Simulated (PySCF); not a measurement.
CH7FOSi2, SMILES F[SiH2][SiH2]CO.

Geometry optimised at PBE0-D3(BJ)/def2-SVP. This is a generated structure with no PubChem entry under its InChIKey; it may be hypothetical. Other conformers were not sampled.

Two levels are set side by side: TDDFT-PBE/def2-SVPD (PySCF) and TDDFT-LC-ωPBE/def2-SVPD (PySCF). Vertical, same geometry. The lowest singlet is HOMO→LUMO 99 % with PBE and HOMO→LUMO 73 % with the other functional; states are paired by order. Differences are taken from unrounded values.

```json
[
 {"quantity": "lowest singlet excitation (eV)", "TDDFT-LC-ωPBE": "6.59"},
 {"quantity": "lowest triplet excitation (TDA) (eV)", "TDDFT-LC-ωPBE": "5.77"},
 {"quantity": "first bright state (f over 0.05) (eV)", "TDDFT-LC-ωPBE": "8.39"},
 {"quantity": "its oscillator strength", "TDDFT-LC-ωPBE": "0.26"}
]
```

Q: What does TDDFT-PBE give, and how far is it from TDDFT-LC-ωPBE? (The exact figures need the calculation; the answer reports its results.)

A: 
```csv
quantity,TDDFT-PBE,TDDFT-PBE minus TDDFT-LC-ωPBE
lowest singlet excitation (eV),5.07,-1.52
lowest triplet excitation (TDA) (eV),4.77,-1.00
first bright state (f over 0.05) (eV),6.79,-1.60
its oscillator strength,0.06,-0.20
```

A lower first singlet is the usual sign of a functional without exact exchange. Differences between two approximate levels are no errors against the true value.

Rough cost on one machine, each run with all the roots and properties that it gave: TDDFT-LC-ωPBE against TDDFT-PBE about 7 times.
